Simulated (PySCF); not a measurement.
This PySCF input asks for the NMR shieldings of `C[S][GaH2-][NH3+]`, CH8GaNS; the geometry comes from PBE0-D3(BJ)/def2-SVP.

```python
import basis_set_exchange as bse
import numpy as np
from pyscf import gto, dft
from pyscf.prop import nmr

atoms = """
C     2.110234   -0.542025   -0.265239
S     1.118542   -0.270751    1.242109
Ga   -0.466984    1.146924    0.511732
N    -1.912085   -0.336874   -0.082236
H     2.248336    0.389665   -0.831866
H     1.658494   -1.296886   -0.926725
H     3.098916   -0.909620    0.044254
H    -1.280854    1.840664    1.665929
H    -0.164696    1.819837   -0.882272
H    -2.788243    0.021839   -0.462493
H    -2.127580   -0.906459    0.736422
H    -1.493484   -0.956977   -0.775399
"""
names = dict.fromkeys(["C", "S", "Ga", "N", "H"], "pcSseg-2")
basis = {el: gto.basis.parse(bse.get_basis(n, elements=[el], fmt="nwchem")) for el, n in names.items()}
mol = gto.M(atom=atoms, basis=basis, charge=0, verbose=0)
mf = dft.RKS(mol, xc="PBE0")
mf.grids.level = 2
mf.grids.alignment = dft.numint.BLKSIZE   # the property module wants whole blocks of grid points
mf.conv_tol = 1e-9
mf.kernel()

calc = nmr.RKS(mf)   # GIAO
C = mf.mo_coeff
Co = C[:, mf.mo_occ > 0]
resp = mf.gen_response(singlet=True, hermi=2)
def vind(x):   # induced exchange potential for any number of trial vectors
    d = np.einsum("pi,xij,qj->xpq", C, 2 * x.reshape(-1, C.shape[1], Co.shape[1]), Co, optimize=True)
    return np.einsum("xpq,pi,qj->xij", resp(d - d.transpose(0, 2, 1)), C, Co, optimize=True).ravel()
mo1, _ = nmr.rhf.solve_mo1(calc, with_cphf=vind)
sigma = calc.kernel(mo1)
for i, s in enumerate(sigma):   # ppm
    print("%2d %-2s %9.2f" % (i, mol.atom_pure_symbol(i), np.trace(s) / 3))
```

Problem. Give the expected output.

Solution. 
```
 0 C     167.29
 1 S     661.20
 2 Ga   1451.11
 3 N     231.90
 4 H      29.09
 5 H      29.16
 6 H      29.13
 7 H      26.58
 8 H      26.54
 9 H      29.60
10 H      29.73
11 H      29.56
```

These numbers come from an equivalent density-fitted implementation of the same equations, which agrees with the script to about 0.01 ppm for H and up to a few tenths of a ppm for heavy atoms, so last digits may differ.

Problem. Turn these shieldings into chemical shifts. Shifts are taken against calculated references (same method and geometry level): ¹³C (σ = 184.13 ppm), ¹H (σ = 31.25 ppm) against TMS; CS2 for ³³S (σ = 502.94 ppm); ⁷¹Ga (σ = 1717.71 ppm) vs GaH4-; NH3 for ¹⁵N (σ = 261.69 ppm).

Solution. Averaging equivalent atoms: C 0: 16.8; S 1: -158; Ga 2: 267; N 3: 29.8; H 7/8: 4.69; H 4/5/6: 2.12; H 9/10/11: 1.61 ppm. Experimental scales use liquid or dissolved standards, which lie at an offset from isolated NH3 (liquid NH3: subtract about 20 ppm).

Relativistic effects, spin–orbit coupling among them, are left out; they matter for Ga and for the light atoms bonded to it.

Size and cost of the density-fitted run: 290 basis functions, 43 s wall time on 1 thread of an x86-64 server CPU, shared host.
